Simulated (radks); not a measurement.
Numerical settings for the technetium ion Tc2+, [Kr] 4d5. All-electron calculation, Dirac Kohn-Sham, PBE, spin-unpolarised, spherical densities, finite nucleus; open shells fill j = l - 1/2 first; Fermi nuclear charge, rms radius 4.4112 fm. Program: a radial shooting solver on a logarithmic mesh with Libxc functionals. The defaults (mesh step 0.008 in ln r, mesh end at 40 bohr or more with all orbitals vanishing there, Anderson mixing 0.5 over 9 steps, residual threshold near 1e-9 with the energy settled to 1e-9 hartree or 1e-11 of itself, here a cap of 64 iterations) give E = -4285.3834 hartree and 4d5/2 at -22.298 eV in 14 iterations. Times are rough (one thread of a shared host). Changes against that run (0 stands for a change within the tolerance of the run):

setting                    iterations  converged  E (mhartree)  e(4d5/2) (meV)  CPU (s)
mesh step in ln r 0.2              13         no      diverged               -     0.04
mesh step in ln r 0.08              2         no      diverged               -     0.01
mesh step in ln r 0.012            14        yes             0               0     0.11
mesh end (bohr) 12                 14        yes             0               0     0.14
mesh end (bohr) 5                  13        yes         +9.26            +321     0.13
residual threshold 0.01             9        yes             0          +0.227     0.12
residual threshold 1e-05            9        yes             0          +0.227     0.12
mixing 0.2                         18        yes             0               0     0.18
linear mixing, mixing 0.2          64         no             0        -0.00477     0.47
linear mixing, mixing 1            64         no     +2.99e+03       +1.06e+04     0.88
mixing history 2                   19        yes             0               0     0.17
iteration cap 2                     2         no     +1.17e+03       -1.82e+04     0.03

Settings that end as converged yet miss the energy by more than 1 mhartree: mesh end (bohr) 5 (+0.00926 hartree). A mesh that ends early acts as a hard wall.
